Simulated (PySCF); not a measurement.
An unknown shows these calculated signals:

¹H NMR (300 MHz, computed): δ 3.99 (d, 6H), 3.28 (d, 2H), 0.46 (m, 1H).

¹³C{¹H} NMR (computed): δ 203.6 (C), 125.6 (C), 41.8 (CH2), -3.9 (CH).

PySCF calculation with σ from GIAO-PBE0/pcSseg-1 and GFN2-xTB geometry; one averaged value for each set of equivalent atoms, isolated molecule, one conformer, non-relativistic.

δ = σ(ref) − σ, references computed at the same level: ¹H (31.72 ppm), ¹³C (186.93 ppm) vs TMS.

Which of these does the molecule contain: an aldehyde, a Si–H bond, a carboxylic acid, a heteroaromatic ring, a ketone, a CF3 group?

## Answers


- An aldehyde: no.
- A Si–H bond: yes (δH 3.99 (d)).
- A carboxylic acid: no.
- A heteroaromatic ring: no.
- A ketone: yes (δC 203.6).
- A CF3 group: yes (δC 125.6).

The data belong to SMILES O=C(CC([SiH3])[SiH3])C(F)(F)F, C$_{4}$H$_{9}$F$_{3}$OSi$_{2}$; they needn't prove each group on their own.

Carbon signals by region: 1 in the far downfield region (above 160 ppm), 1 in the sp2 and nitrile region (100–160 ppm), 2 below 50 ppm. Above 160 ppm: 203.6, ketone carbonyl carbon.

Splittings by ¹⁹F in the carbon and heteronuclear signals aren't shown, as no couplings were computed. Shifts are as computed. Against solution values, carbons near 30 ppm lie about +3 ppm off and those near 130 ppm about +5 ppm. Of 1309 compounds with measured shifts, 239 miss one by over three times the rms of a fit or turn the order of signals round; such compounds aren't used in these exercises. No couplings were computed; multiplicities are counted from neighbouring protons, with m where these are inequivalent, close in shift, in a saturated or five-membered ring or joined by F or P, and br s for small geminal =CH2 splittings.
